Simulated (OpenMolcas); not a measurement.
Au2+ (d9) among equal point charges was computed by CASSCF with the d shell active (OpenMolcas, ANO-RCC-VTZP on the metal). Its lowest spin-free states, and all those of the highest spin:

```json
{"2S+1": "2", "Degeneracy": "2", "E (cm-1)": "0.0"}
{"2S+1": "2", "Degeneracy": "2", "E (cm-1)": "19430"}
{"2S+1": "2", "Degeneracy": "1", "E (cm-1)": "25048"}
```

Is the site octahedral, tetrahedral or cube-like, axial, or of lower symmetry?

The states with 2S+1 = 2 have orbital degeneracies 2, 2, 1. There are pairs but no triples, so the site is axial: not cubic, but with a proper or improper axis of order three or more. The run had Au2+ among 6 point charges of -1.7 e arranged as a trigonal antiprism (D3d), 1.84 Å from the ion, with a polar angle of 66.8° against the regular 54.74°. The active orbitals were held to one l.

An orbital doublet at a regular site is open to a Jahn-Teller distortion, which this geometry leaves out. This is an electrostatic model: the charges have no orbitals. No measured value stands beside these numbers.
